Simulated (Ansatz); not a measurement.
Compare A (`OC(F)[SiH2][SiH3]`) with its isomer B (`FC([SiH3])O[SiH3]`).

Program: Ansatz. Geometries: PBE0-D4/def2-TZVP. ΔE: electronic, gas phase. CCSD(T)/CBS is the MP2 limit (def2-TZVPP, def2-QZVPP) plus CCSD(T) − MP2 in def2-TZVPP, frozen cores. DFT in def2-TZVPP. B3LYP here is the variant with VWN-RPA as its local correlation; programs differ in this. One conformer a species, not always the lowest.

(1) Which is lower in electronic energy at CCSD(T)/CBS, and by how much? (Estimate.)

(2) Give E(B) − E(A) in kJ/mol with PBE-D4, B3LYP-D4, MP2/def2-TZVPP, r2SCAN-D4, B3LYP, CCSD(T)/def2-TZVPP, PBE0-D4. (An estimate is asked.)

Largest T1 diagnostic: 0.013.

Results:

(1) Computed: B, by 80.0 kJ/mol.

(2) Computed: PBE-D4 -55.4, B3LYP-D4 -80.7, MP2/def2-TZVPP -88.3, r2SCAN-D4 -72.8, B3LYP -80.8, CCSD(T)/def2-TZVPP -80.6, PBE0-D4 -61.8. None reverses the order clearly.

From PBE to PBE0 (25 % exact exchange), in def2-TZVPP and without D4, E(B) − E(A) moves by −6.4 kJ/mol. In def2-TZVPP, CCSD(T) changes the Hartree–Fock value by +22.3 kJ/mol (the triples alone add +2.7 kJ/mol) and MP2 by +14.6 kJ/mol.
